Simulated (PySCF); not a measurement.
# Diatomics of H with group 6

PBE0 with triple-zeta basis sets in PySCF, for the lowest determinant that a PBE0 search found; no spin–orbit coupling. De refers to high-spin ground-configuration atoms. A positive dipole means M(−)H(+).

```csv
M,basis,state (unpaired electrons),Re (Å),ωe (cm⁻¹),De (eV),μ (D)
Cr,x2c-TZVPPall,"sextet (σ ↑, π ↑↑, δ ↑↑)",1.652,1657,2.16,-3.10
Mo,def2-TZVPP,"sextet (σ ↑, π ↑↑, δ ↑↑)",1.714,1773,2.38,-2.60
W,def2-TZVPP,"sextet (σ ↑, π ↑↑, δ ↑↑)",1.712,1925,n/a,-2.04
```

The shortest bond is that of CrH (1.652 Å), the longest that of MoH (1.714 Å).

The rows differ in basis set, which adds steps of its own.

Down a group the atoms grow and get heavier, so bonds lengthen and wavenumbers fall; the exceptions here are the higher wavenumber at Mo, W. Relativity and the filled 4f shell contract the atoms of the sixth period.

De is left out where the level can put another filling of the metal’s s and d shells below the measured ground configuration, by anything from nothing to about 1 eV. The metal atom is held in its measured ground configuration; semilocal functionals can put another filling of s and d lower by some tenths of an eV, and De to that atom would be smaller. These are scalar-relativistic numbers at best; spin–orbit coupling would shift them, the dissociation energy most. With d or f electrons several states lie close, and the lowest PBE0 determinant need not be the measured ground state.
